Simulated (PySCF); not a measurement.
H4P (SMILES [PH4+]), charge +1, singlet, geometry from GFN2-xTB, with bond 4-1 at 1.6 times its length; SVWN5/6-31G** (PySCF).

PySCF was given this input:
```python
from pyscf import gto, scf, dft

mol = gto.M(
    atom='''
P     0.000000    0.000000   -0.000000
H    -0.740726   -0.843270   -0.794024
H     0.317597   -0.638564    1.175424
H    -1.171475    1.808802    0.441507
H     1.155301    0.351333   -0.657342
''',
    basis='6-31g**',
    charge=1,
    spin=0,
    verbose=4,
)

mf = dft.RKS(mol)
mf.xc = 'lda,vwn'
mf.conv_tol = 1e-7
mf.kernel()
mf.analyze()
```

Task: What does PySCF print? Leave out banner, timings and long lists.

Result: 
```
PySCF version 2.14.0

[INPUT] verbose = 4
[INPUT] num. atoms = 5
[INPUT] num. electrons = 18
[INPUT] charge = 1
[INPUT] spin (= nelec alpha-beta = 2S) = 0
[INPUT] symmetry False subgroup None
[INPUT] Mole.unit = angstrom
[INPUT] Symbol           X                Y                Z      unit          X                Y                Z       unit  Magmom
[...]
nuclear repulsion = 22.1725251816678
number of shells = 20
number of NR pGTOs = 79
number of NR cGTOs = 38
basis = 6-31g**
ecp = {}

******** <class 'pyscf.dft.rks.RKS'> ********
method = RKS
initial guess = minao
damping factor = 0
level_shift factor = 0
DIIS = <class 'pyscf.scf.diis.CDIIS'>
diis_start_cycle = 1
diis_space = 8
diis_damp = 0
SCF conv_tol = 1e-07
SCF conv_tol_grad = None
SCF max_cycles = 50
direct_scf = True
direct_scf_tol = 1e-13
XC library pyscf.dft.libxc version 7.1.2
    S. Lehtola, C. Steigemann, M. J. T. Oliveira, and M. A. L. Marques,  SoftwareX 7, 1–5 (2018)
XC functionals = lda,vwn
    P. A. M. Dirac,  Math. Proc. Cambridge Philos. Soc. 26, 376 (1930)
    F. Bloch,  Z. Phys. 57, 545 (1929)
    S. H. Vosko, L. Wilk, and M. Nusair,  Can. J. Phys. 58, 1200 (1980)
radial grids:
    Treutler-Ahlrichs [JCP 102, 346 (1995); DOI:10.1063/1.469408] (M4) radial grids

becke partition: Becke, JCP 88, 2547 (1988); DOI:10.1063/1.454033
pruning grids: <function nwchem_prune>
grids dens level: 3
symmetrized grids: False
atomic radii adjust function: <function treutler_atomic_radii_adjust>
small_rho_cutoff = 0
Set gradient conv threshold to 0.000316228
Initial guess from minao.
tot grids = 58416
init E= -342.163221896615
[...]
cycle= 1 E= -342.013828021193  delta_E= 0.149  |g|= 0.117  |ddm|= 1.66
[...]
cycle= 2 E= -342.001529493946  delta_E= 0.0123  |g|= 0.173  |ddm|= 0.461
[...]
cycle= 3 E= -342.019450748662  delta_E= -0.0179  |g|= 0.0768  |ddm|= 0.372
[...]
cycle= 4 E= -342.022325573211  delta_E= -0.00287  |g|= 0.00766  |ddm|= 0.113
[...]
cycle= 5 E= -342.022348704572  delta_E= -2.31e-05  |g|= 0.00119  |ddm|= 0.0107
[...]
cycle= 6 E= -342.022349454404  delta_E= -7.5e-07  |g|= 0.000194  |ddm|= 0.00213
[...]
cycle= 7 E= -342.022349467886  delta_E= -1.35e-08  |g|= 2.68e-05  |ddm|= 0.000285
[...]
Extra cycle  E= -342.022349466169  delta_E= 1.72e-09  |g|= 5.77e-05  |ddm|= 0.000137
converged SCF energy = -342.022349466169
**** SCF Summaries ****
Total Energy =                        -342.022349466169260
Nuclear Repulsion Energy =              22.172525181667773
One-electron Energy =                 -512.581997974851674
Two-electron Energy =                  148.387123327014649
Two-electron Coulomb Energy =          171.381034235845448
DFT Exchange-Correlation Energy =      -22.993910908830792
HOMO-LUMO gap [eV] =                     4.544651177421992
**** MO energy ****
[...]
 ** Mulliken pop on meta-lowdin orthogonal AOs  **
 ** Mulliken pop  **
[...]
 ** Mulliken atomic charges  **
charge of    0P =      0.29810
charge of    1H =      0.14310
charge of    2H =      0.14310
charge of    3H =      0.27259
charge of    4H =      0.14310

WARN: System has nonzero charge 1; the dipole moment is origin-dependent.
Location of origin: [0. 0. 0.]

Dipole moment(X, Y, Z, Debye): -0.66297,  1.02364,  0.24986
```
